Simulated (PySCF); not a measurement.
Br2Zn, charge +1, doublet, at a GFN2-xTB geometry (such geometries of metal compounds can be far from the true shape) (a state made from the parent by changing its charge; the spin is typed, not shown lowest). Base run: HF/pcseg-1 run with PySCF.

Input for PySCF:
```python
from pyscf import gto, scf

mol = gto.M(
    atom='''
Zn    0.00000000    0.00000000    0.00000000
Br   -0.00000000   -0.00000000   -2.37688728
Br    0.00000000    0.00000000    2.37688728
''',
    basis='pcseg-1',
    charge=1,
    spin=1,
    verbose=4,
)

mf = scf.UHF(mol)
mf.kernel()
mf.analyze()
```

Each row names what was changed in the base input (with any setting that the change needs).

| change | ΔE vs base (mEh) | fitting functions | outcome |
|---|---|---|---|
| base | 0.000 | - | converged |
| auxbasis = cc-pvqz-jkfit | - | - | input refused |
| auxbasis = default (with mf = mf.density_fit()) | -0.021 | 995 | converged |
| auxbasis = cc-pvdz-jkfit | - | - | input refused |
| auxbasis = cc-pvtz-ri | - | - | input refused |
| auxbasis = even-tempered beta=1.6 | 0.040 | 1474 | converged |
| auxbasis = cc-pvtz-jkfit | - | - | input refused |
| auxbasis = def2-universal-jfit | 56274.1 | 205 | converged |
| only_dfj = on; auxbasis = def2-universal-jfit | -0.459 | 205 | converged |
| exchange = seminumerical (SGX) (with mf = sgx.sgx_fit(mf, auxbasis='def2-universal-jfit'); with mf.with_df.dfj = True) | -0.417 | 205 | converged |

A fitting set is made for a task (jfit for Coulomb, jkfit for Coulomb and exchange, ri for correlation) and for a family of orbital bases.

Open shells are given as the SCF converged; they aren't shown to be the lowest states, and a large step between rows can be another state.

- auxbasis = cc-pvqz-jkfit: ended with `pyscf.lib.exceptions.BasisNotFoundError: Basis set not found for Zn in cc-pvqz-jkfit`
- auxbasis = cc-pvdz-jkfit: ended with `pyscf.lib.exceptions.BasisNotFoundError: Basis set not found for Zn in cc-pvdz-jkfit`
- auxbasis = cc-pvtz-ri: ended with `pyscf.lib.exceptions.BasisNotFoundError: Basis set not found for Zn in cc-pvtz-ri`
